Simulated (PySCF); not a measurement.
**B⁻ (boron, charge -1) across methods**

[He] 2s2 2p2, high-spin 3P determinant. Computed with PySCF 2.14 in dyall-av3z, with the spin-free X2C one-electron Hamiltonian (Gaussian nucleus).

```json
{"method": "PBE0", "E (hartree)": "-24.6446", "mean ε 2s α (eV)": "-4.893", "mean ε 2s β (eV)": "-2.997", "mean ε 2p α (eV)": "1.086", "Σ⟨r²⟩ (bohr²)": "47.57", "⟨S²⟩": "2.003"}
{"method": "B97-3", "E (hartree)": "-24.6739", "mean ε 2s α (eV)": "-4.946", "mean ε 2s β (eV)": "-3.037", "mean ε 2p α (eV)": "1.141", "Σ⟨r²⟩ (bohr²)": "47.63", "⟨S²⟩": "2.005"}
{"method": "wB97M-V", "E (hartree)": "-24.6702", "mean ε 2s α (eV)": "-7.033", "mean ε 2s β (eV)": "-5.313", "mean ε 2p α (eV)": "-0.445", "Σ⟨r²⟩ (bohr²)": "45.55", "⟨S²⟩": "2.001"}
{"method": "r2SCAN", "E (hartree)": "-24.6673", "mean ε 2s α (eV)": "-3.959", "mean ε 2s β (eV)": "-2.089", "mean ε 2p α (eV)": "1.559", "Σ⟨r²⟩ (bohr²)": "49.66", "⟨S²⟩": "2.007"}
{"method": "r2SCANh", "E (hartree)": "-24.6661", "mean ε 2s α (eV)": "-4.403", "mean ε 2s β (eV)": "-2.388", "mean ε 2p α (eV)": "1.343", "Σ⟨r²⟩ (bohr²)": "47.65", "⟨S²⟩": "2.007"}
{"method": "M06", "E (hartree)": "-24.6633", "mean ε 2s α (eV)": "-4.886", "mean ε 2s β (eV)": "-3.328", "mean ε 2p α (eV)": "1.109", "Σ⟨r²⟩ (bohr²)": "54.74", "⟨S²⟩": "2.002"}
{"method": "LDA", "E (hartree)": "-24.3907", "mean ε 2s α (eV)": "-3.681", "mean ε 2s β (eV)": "-2.265", "mean ε 2p α (eV)": "1.558", "Σ⟨r²⟩ (bohr²)": "54.38", "⟨S²⟩": "2.002"}
{"method": "UHF", "E (hartree)": "-24.52861", "mean ε 2s α (eV)": "-8.507", "mean ε 2s β (eV)": "-4.573", "mean ε 2p α (eV)": "-0.777", "Σ⟨r²⟩ (bohr²)": "39.28", "⟨S²⟩": "2.009"}
{"method": "PBE", "E (hartree)": "-24.6429", "mean ε 2s α (eV)": "-3.676", "mean ε 2s β (eV)": "-2.252", "mean ε 2p α (eV)": "1.618", "Σ⟨r²⟩ (bohr²)": "54.34", "⟨S²⟩": "2.003"}
```

The highest occupied level is positive at PBE0, B97-3, r2SCAN, r2SCANh, M06, LDA, PBE: only the finite basis holds that electron, which in a density functional comes from self-interaction.
